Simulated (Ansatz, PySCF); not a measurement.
GeCl2I2, SMILES [I][Ge]([I])([Cl])[Cl]. Atoms are numbered in the order given.

```xyz
5

Cl     0.0000     1.7257     1.8870
Ge     0.0000     0.0000     0.6185
Cl     0.0000    -1.7257     1.8870
I     -2.0608     0.0000    -0.7820
I      2.0608     0.0000    -0.7820
```

The structure is a stationary point at PBE0-D3(BJ)/def2-SVP. The def2 effective core potentials stand for the cores of I; spin–orbit coupling is left out.

Two levels are set side by side: PBE-D3(BJ)/def2-SVP (Ansatz, a quantum-chemistry and plane-wave program) and PBE0-D3(BJ)/def2-SVP (Ansatz). Each level has its own optimised geometry; the coordinates shown are those of the second. Frequencies come from the Hessian of PySCF at each geometry. Differences are taken from unrounded values.

```
quantity                            PBE0-D3(BJ)
----------------------------------  -----------
mean bond length (Å)                      2.317
bond Cl1–Ge2 (Å)                          2.142
bond Ge2–Cl3 (Å)                          2.142
bond Ge2–I4 (Å)                           2.492
bond Ge2–I5 (Å)                           2.492
highest harmonic wavenumber (cm⁻¹)          449
mean harmonic wavenumber (cm⁻¹)             215
zero-point energy (kcal/mol)               2.76
```

Problem. What does PBE-D3(BJ) give, and how far is it from PBE0-D3(BJ)? (An estimate is asked for; the answer gives what the named calculation found.)

Solution. 
| quantity | PBE-D3(BJ) | PBE-D3(BJ) minus PBE0-D3(BJ) |
|---|---|---|
| mean bond length (Å) | 2.342 | 0.026 |
| bond Cl1–Ge2 (Å) | 2.164 | 0.022 |
| bond Ge2–Cl3 (Å) | 2.164 | 0.022 |
| bond Ge2–I4 (Å) | 2.520 | 0.029 |
| bond Ge2–I5 (Å) | 2.520 | 0.029 |
| highest harmonic wavenumber (cm⁻¹) | 426 | -23 |
| mean harmonic wavenumber (cm⁻¹) | 203 | -12 |
| zero-point energy (kcal/mol) | 2.61 | -0.15 |

Exact exchange shortens and stiffens bonds; PBE has none. Differences between two approximate levels are no errors against the true value.
